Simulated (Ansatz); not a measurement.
(MgTe)n: binding per atom (eV) at several levels, gas phase, relaxed structures; Ansatz. Clusters are the lowest isomers that short searches found in that spin, judged at the geometry's level. Core potentials for Te in the def2 sets, no spin–orbit coupling. Binding counts from free atoms in the multiplicity of their measured ground term, without zero-point energy. Singlets are spin-restricted. The structures are stationary points that may keep the symmetry of their start. Correlated methods freeze inner cores and use unrestricted references for open shells.

```csv
species,state,geometry,PBE-D4/def2-SVP,PBE-D4/def2-TZVP,r2SCAN-D4/def2-TZVP,PBE0-D4/def2-SVP,PBE0-D4/def2-TZVP,MP2/def2-TZVP
(MgTe)2 ring (Mg2Te2),singlet,PBE-D4/def2-SVP,1.89,1.90,1.94,1.85,1.87,1.85
Mg3Te3,singlet,PBE0-D4/def2-SVP,2.18,2.16,2.23,2.16,2.16,2.16
Mg4Te4,singlet,PBE-D4/def2-SVP,2.43,2.43,2.48,2.43,2.43,2.43
```
